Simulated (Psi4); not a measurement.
C3H6Cl (SMILES CC[CH-]Cl), charge -1, singlet, at a GFN2-xTB geometry (a gas-phase anion, which may not be bound at this level). Base run: R2SCAN/3-21G run with Psi4 1.11.

Geometry (Å):
```xyz
10

C      0.8787    -0.5775     0.0118
C      2.3613    -0.2109     0.0189
C      0.0526     0.7099     0.0847
H      0.6633    -1.1942     0.8966
H      0.6842    -1.2207    -0.8738
H      2.9957    -1.1017     0.0397
Cl    -1.7316     0.1191     0.0090
H      2.6117     0.3688    -0.8702
H      2.5865     0.4008     0.8916
H      0.1403     1.1933    -0.9289
```
Charge -1, spin multiplicity 1.
All else is at Psi4's defaults (density fitting, Cartesian functions).

The base run was repeated with changes; each row names its change, and settings that it needs were set with it.

```
change                      E (Eh)  core-seconds (rough)                outcome
----------------------  ----------  --------------------  ---------------------
base                    -575.07773                    20              converged
functional = pbe                 …                    10              converged
functional = bp86                …                    10              converged
functional = cam-b3lyp  -575.13996                    10              converged
functional = x3lyp      -575.10678                    10              converged
functional = b2plyp              …                    10              converged
functional = tpss       -575.24955                    30              converged
functional = b3lyp5     -575.06761                    10              converged
functional = tpssh      -575.23651                    20              converged
functional = svwn       -573.42365                     9              converged
functional = b97m-v              -                     -  cut at the time limit
functional = m11        -574.88150                    20              converged
functional = m06-l      -575.20144                    20              converged
```

Q: Some entries are withheld; supply them.

A: 
- functional = pbe, E (Eh): -574.84102
- functional = bp86, E (Eh): -575.24154
- functional = b2plyp, E (Eh): -574.83455

Totals shift with the method and basis; they matter in differences.

A gas-phase anion may not be bound at this level; its values then depend on the basis.
